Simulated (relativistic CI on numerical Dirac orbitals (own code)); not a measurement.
Co²⁺: resonant inelastic scattering at the M2,3 edge

Computed with this model: Dirac-Coulomb-Breit CI, KLI orbitals optimised for each configuration, a model potential for QED, valence Slater integrals scaled by 0.8, Kramers-Heisenberg scattering through one core-hole configuration in a parametric crystal field; configurations [Ar] 3d7 → [Ne] 3s2 3p5 3d8; 80 K; core-hole width 0.8 eV; summed over polarisations. Incident energies are the highest absorption maxima for each field (at most a few, so the weaker spin-orbit partner edge can be absent), on the computed scale of the free ion. Intensities are in per cent of the strongest line above 0.02 eV; levels within 1 cm⁻¹ are merged; final levels count from the ground level, the first row holds all elastic scattering, lines under 0.4 are left out and each table stops after 24 rows. The scale of the Slater integrals is a model choice and moves the terms in proportion.

Field parameters in Wybourne normalisation: D4h B²₀ = −7Ds, B⁴₀ = 21(Dq − Dt), B⁴₄ = 21√(5/14) Dq. The field is a parameter set, without covalency.

S is read from ⟨S²⟩ = S(S + 1).

D4h, 10Dq = 20100, Ds = -1500, Dt = -220 cm⁻¹:

| Final level (eV) | Degeneracy | Irrep | S | 65.8 eV | 72 eV | 75.5 eV |
| --- | --- | --- | --- | --- | --- | --- |
| 0.000 | 2 | Γ7 | 0.52 | 47.6 | 158.3 | 54.5 |
| 0.640 | 2 | Γ6 | 1.47 | 8.4 | 0.9 | 0.6 |
| 0.676 | 2 | Γ6 | 1.50 | 4.4 | 0.4 | 0.1 |
| 0.709 | 2 | Γ7 | 1.50 | 7.3 | 1.8 | 0.2 |
| 0.746 | 2 | Γ7 | 1.49 | 10.2 | 6.0 | 0.5 |
| 0.831 | 2 | Γ6 | 0.67 | 13.2 | 34.6 | 8.6 |
| 1.061 | 2 | Γ7 | 1.50 | 2.0 | 0.7 | 0.0 |
| 1.084 | 2 | Γ6 | 1.43 | 1.7 | 6.6 | 1.1 |
| 2.386 | 2 | Γ7 | 0.52 | 32.1 | 10.6 | 14.1 |
| 2.546 | 2 | Γ7 | 0.50 | 8.4 | 48.4 | 94.7 |
| 2.554 | 2 | Γ6 | 0.51 | 7.6 | 41.4 | 87.3 |
| 2.940 | 2 | Γ6 | 0.70 | 9.5 | 7.1 | 20.4 |
| 2.970 | 2 | Γ7 | 0.72 | 13.1 | 28.2 | 4.6 |
| 3.049 | 2 | Γ6 | 0.97 | 3.0 | 6.8 | 2.1 |
| 3.104 | 2 | Γ6 | 1.24 | 4.3 | 4.6 | 0.6 |
| 3.122 | 2 | Γ6 | 1.34 | 1.9 | 2.7 | 5.2 |
| 3.124 | 2 | Γ7 | 1.48 | 1.6 | 2.5 | 0.3 |
| 3.135 | 2 | Γ7 | 1.39 | 3.7 | 5.2 | 0.8 |
| 3.310 | 2 | Γ7 | 0.60 | 3.4 | 31.4 | 15.8 |
| 3.329 | 2 | Γ6 | 0.76 | 4.1 | 16.7 | 9.1 |
| 3.415 | 2 | Γ7 | 1.45 | 1.7 | 5.6 | 1.2 |
| 3.431 | 2 | Γ6 | 1.34 | 0.7 | 11.6 | 2.2 |
| 3.775 | 2 | Γ6 | 0.50 | 3.4 | 5.7 | 4.0 |
| 4.197 | 2 | Γ6 | 1.50 | 0.3 | 0.6 | 0.3 |

D4h, 10Dq = 20100, Ds = -860, Dt = -220 cm⁻¹:

```
Final level (eV)  Degeneracy  Irrep     S  71.9 eV  72.5 eV  75.4 eV
           0.000           2     Γ7  0.52    140.6    102.7     55.4
           0.509           2     Γ6  0.85     31.5     32.8      8.0
           0.581           2     Γ6  1.35     10.3      9.8      1.8
           0.627           2     Γ7  1.50      1.7      1.2      0.2
           0.669           2     Γ7  1.49      6.0      3.6      0.7
           0.781           2     Γ7  1.50      0.8      0.3      0.0
           0.807           2     Γ6  1.44      7.7      7.3      1.1
           2.362           2     Γ7  0.52     12.8     10.6     13.2
           2.526           2     Γ7  0.50     49.5     41.6     98.7
           2.530           2     Γ6  0.51     41.5     38.7     85.1
           2.753           2     Γ6  0.55     14.3     25.3     17.5
           2.817           2     Γ6  0.64     10.3     14.1     10.7
           2.838           2     Γ7  0.68     35.7     19.9      6.4
           2.973           2     Γ6  1.49      0.8      0.8      0.2
           3.001           2     Γ6  1.42      1.8      2.5      3.3
           3.009           2     Γ7  1.47      3.6      2.6      0.5
           3.018           2     Γ7  1.42      4.6      3.8      0.7
           3.252           4  Γ6+Γ7  1.40      1.9      2.1      3.3
           3.305           2     Γ7  0.68     17.0     19.0     10.2
           3.349           2     Γ6  0.65     16.5     18.3      6.4
           3.511           2     Γ6  0.50      5.4      7.1      4.1
           4.338           2     Γ6  1.50      0.9      0.6      0.2
           4.341           2     Γ7  1.49      2.7      0.9      0.5
           4.714           2     Γ7  0.56      5.5      5.6     24.2
```

D4h, 10Dq = 20100, Ds = -210, Dt = -220 cm⁻¹:

| Final level (eV) | Degeneracy | Irrep | S | 71.2 eV | 71.8 eV | 72.4 eV |
| --- | --- | --- | --- | --- | --- | --- |
| 0.000 | 2 | Γ7 | 0.53 | 159.9 | 153.5 | 142.6 |
| 0.221 | 2 | Γ6 | 0.60 | 100.0 | 61.3 | 56.2 |
| 0.442 | 2 | Γ6 | 1.49 | 1.5 | 1.2 | 1.3 |
| 0.466 | 2 | Γ7 | 1.50 | 1.6 | 1.0 | 0.6 |
| 0.509 | 2 | Γ6 | 1.49 | 3.4 | 1.8 | 1.3 |
| 0.568 | 2 | Γ6 | 1.46 | 10.7 | 8.0 | 6.5 |
| 0.570 | 2 | Γ7 | 1.50 | 2.8 | 1.5 | 1.2 |
| 0.591 | 2 | Γ7 | 1.49 | 9.3 | 8.1 | 6.3 |
| 2.327 | 2 | Γ7 | 0.53 | 31.3 | 19.7 | 13.7 |
| 2.435 | 2 | Γ6 | 0.51 | 49.4 | 23.8 | 22.4 |
| 2.486 | 2 | Γ7 | 0.50 | 70.2 | 58.2 | 65.1 |
| 2.504 | 2 | Γ6 | 0.51 | 26.5 | 44.9 | 74.9 |
| 2.650 | 2 | Γ6 | 0.62 | 9.3 | 18.1 | 18.9 |
| 2.671 | 2 | Γ7 | 0.62 | 59.3 | 49.1 | 25.0 |
| 2.843 | 2 | Γ6 | 1.50 | 1.3 | 0.7 | 0.5 |
| 2.868 | 2 | Γ6 | 1.44 | 1.1 | 2.1 | 2.3 |
| 2.877 | 2 | Γ7 | 1.46 | 6.7 | 5.4 | 3.8 |
| 2.886 | 2 | Γ7 | 1.46 | 2.5 | 2.5 | 2.0 |
| 3.108 | 2 | Γ7 | 1.49 | 1.9 | 1.9 | 1.4 |
| 3.110 | 2 | Γ6 | 1.47 | 1.7 | 1.6 | 1.3 |
| 3.224 | 2 | Γ6 | 0.52 | 11.0 | 10.7 | 8.5 |
| 3.258 | 2 | Γ7 | 0.51 | 12.1 | 11.7 | 20.7 |
| 3.305 | 2 | Γ6 | 0.52 | 3.9 | 7.1 | 23.5 |
| 4.478 | 2 | Γ7 | 1.43 | 6.9 | 5.4 | 1.3 |

For the first field the strongest loss at the lowest incident energy is the level at 2.39 eV (S = 0.52, against 0.52 in the thermal ground state). Levels of other spin, the first over 8 % at 0.64 eV, appear because spin-orbit coupling of the core hole, and in heavier ions of the valence shell too, mixes spins.
